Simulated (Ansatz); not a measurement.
The molecule ZnCu, multiplicity 2 (lowest of 2S+1 = 2, 4 at PBE0/def2-TZVPP; our sources give no spin for the ground state, which may be another). No spin–orbit coupling. Cu is treated without relativity. Zn is treated without relativity.

Constants: fifth-degree fit in 1/R to seven points, most abundant isotopes. Runs in def2 and cc sets follow the lowest solution found near the PBE0 minimum.

Correlated levels freeze the inner cores; with def2 sets outer-core shells near the valence are correlated too.

The values were computed with Ansatz (Gaussian orbitals). 

Energies at B2PLYP/def2-TZVPP:

```tsv
R (Å)	E (hartree)
2.274162	-3419.54803409
2.335295	-3419.54952021
2.391538	-3419.55018078
2.455116	-3419.55031453
2.518695	-3419.54997182
2.592055	-3419.54916910
2.677642	-3419.54789352
```

Question: With a reduced mass of 31.7127 u, find the minimum, the force constant and the constants.

Answer: A fifth-degree polynomial in 1/R puts the minimum at r_e = 2.4383 Å with force constant 55.8 N/m. Then ω_e = (1/2πc)√(k/μ) = 173 cm⁻¹ and B_e = h/(8π²cμr_e²) = 0.08941 cm⁻¹; the cubic and quartic terms give α_e = 0.00089 and ω_e x_e = 1.7 cm⁻¹.

Ansatz is a program for electronic structure.
